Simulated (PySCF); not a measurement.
Species: C9H11N.
Z-matrix (Å and degrees, GFN2-xTB geometry), rows numbered from 1:
```
C 
C   1  1.3857
C   2  1.3796  1  120.42
C   3  1.3976  2  120.68  1     0.09
N   4  1.3793  3  119.35  2   177.47
C   5  1.4222  4  122.76  3   167.86
C   6  1.4944  5  119.15  4  -144.15
C   7  1.5001  6   60.52  5   110.88
C   4  1.3959  3  118.57  2    -0.17
C   9  1.3816  4  120.26  3     0.21
H   1  1.0795  2  120.35  3   179.63
H   2  1.0808  1  120.06  3  -179.78
H   3  1.0818  2  120.10  1   179.99
H   5  1.0090  4  115.07  3    17.29
H   6  1.0861  5  112.71  4    72.12
H   7  1.0792  6  118.50  8   108.85
H   7  1.0805  6  117.82  8  -107.89
H   8  1.0796  6  117.53  7   107.85
H   8  1.0787  6  118.70  7  -108.36
H   9  1.0787  4  119.84  3  -179.35
H  10  1.0807  1  119.89  2   179.93
```

Computed at PBE0/pcSseg-1 (PySCF, non-relativistic), with Q(14N) = 0.02044 b: N5, 14N (I = 1): χzz = -5.782 MHz, η = 0.077.

Task: Where would the pure quadrupole (NQR) lines of 14N at N5 fall for the rigid, isolated species?

Result: From ν± = (3/4)|χ|(1 ± η/3) and ν0 = |χ|η/2: ν+ 4.449 MHz, ν− 4.225 MHz, ν0 0.224 MHz (aniline-type nitrogen).

In a crystal, neighbours and librations shift these lines. GFN2-xTB bond lengths can be off by several hundredths of an ångström, more for odd bonds, and the gradients follow them. The small basis limits the accuracy of the gradients.

One conformer stands for the species.
